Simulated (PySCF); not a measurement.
**How exact exchange moves a shielding**

Molecule: SMILES [BH3-][P+](F)(F)F, BF3H3P.

Bonds (- single, = double, # triple, : aromatic): B1-P2 1.836 Å, P2-F3 1.571 Å, P2-F4 1.570 Å, P2-F5 1.570 Å. B1 carries H6, H7, H8. Formal charges: B1 -1, P2 +1.

GIAO shieldings (ppm, equivalent atoms averaged) in PySCF 2.14 on the PBE0-D3(BJ)/def2-SVP geometry, basis pcSseg-2, gas phase, non-relativistic:

| functional | exact exchange (%) | σ(P2) | σ(F3/F4/F5) |
| --- | --- | --- | --- |
| BLYP | 0 | 148.0 | 203.0 |
| BP86 | 0 | 158.6 | 201.5 |
| PBE | 0 | 160.9 | 199.7 |
| B3LYP | 20 | 162.5 | 219.1 |
| mPW1PW91 | 25 | 176.3 | 221.9 |
| HF | 100 | 239.0 | 275.0 |

Problem. Fit each shielding as a line in the percentage of exact exchange.

Solution. σ(P2) = 154.0 + 0.84 x (rms 5.4 ppm); σ(F3/F4/F5) = 202.3 + 0.73 x (rms 1.6 ppm). The functionals also differ in their semilocal parts, which the line can't hold; Hartree–Fock has no correlation at all.

Problem. What does the line predict for PBE0 (25 %), and what does the run give?

Solution. σ(P2): 175.0 predicted, 178.7 computed; σ(F3/F4/F5): 220.6 predicted, 220.8 computed ppm.
